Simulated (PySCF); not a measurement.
Task: Give a PBE0-D3(BJ)/def2-SVP geometry of InChI=1S/C3H9PSe/c1-4(2,3)5/h1-3H3.

Result: 
```xyz
14
C3H9PSe angstrom
C      0.7871   -1.4211   -0.4029
P      0.2698    0.0773    0.4979
C      0.5087    1.4354   -0.6945
C     -1.5408   -0.0859    0.6424
Se     1.2629    0.3616    2.3247
H      0.2459   -1.5333   -1.3550
H      0.5984   -2.2920    0.2409
H      1.8687   -1.3599   -0.5873
H      0.1496    2.3663   -0.2336
H     -0.0291    1.2496   -1.6372
H      1.5851    1.5406   -0.8896
H     -2.0125   -0.2226   -0.3430
H     -1.7617   -0.9481    1.2872
H     -1.9336    0.8195    1.1253
```

Orientation and origin are arbitrary. Atoms count from 1 in this order. P2 (phosphorus bonded to 3 C and Se) is distorted tetrahedral (angles from 104.3° to 114.4°). All 3 C–P bonds measure 1.823 to 1.824 Å.

Bonds between heavy atoms (Å): C1–P2 1.823, P2–C3 1.823, P2–C4 1.824, P2=Se5 2.099.

Theory: PySCF, PBE0-D3(BJ)/def2-SVP geometry optimisation, gas phase.

Point group: C3v (tolerance 0.08 Å). Stationary, but not proved a minimum.
